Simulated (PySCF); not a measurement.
TaCl4, SMILES [Ta+]([Cl])([Cl])([Cl])[Cl], charge +1, multiplicity 1.

Coordinates come from a PBE-D3(BJ)/def2-SVP optimisation. The spin state was assumed, not searched. The isomer is the one that the SMILES or the coordinates give; other isomers of the formula were not compared. The def2 effective core potentials stand for the cores of Ta; spin–orbit coupling is left out.

Two levels are set side by side: PBE/def2-TZVP (PySCF) and HF/def2-TZVP (PySCF). Same geometry, gas phase. Differences are taken from unrounded values.

```json
[
 {"quantity": "orbital gap (eV)", "HF": "12.92"},
 {"quantity": "highest occupied level (eV)", "HF": "-18.26"},
 {"quantity": "lowest empty level (eV)", "HF": "-5.34"},
 {"quantity": "mean polarisability (bohr³)", "HF": "79.0"}
]
```

Task: What does PBE give, and how far is it from HF? (Estimate from the structure and the level; the computed values follow.)

Result: 
| quantity | PBE | PBE minus HF |
|---|---|---|
| orbital gap (eV) | 4.26 | -8.67 |
| highest occupied level (eV) | -13.70 | 4.57 |
| lowest empty level (eV) | -9.44 | -4.10 |
| mean polarisability (bohr³) | 88.9 | 9.9 |

Without exact exchange PBE keeps part of each electron's self-repulsion, which lifts occupied levels and narrows the gap. PBE's more diffuse valence density responds more strongly to a field. Differences between two approximate levels are no errors against the true value.

Rough cost on one machine, each run with all the roots and properties that it gave: HF against PBE within a factor of 2.
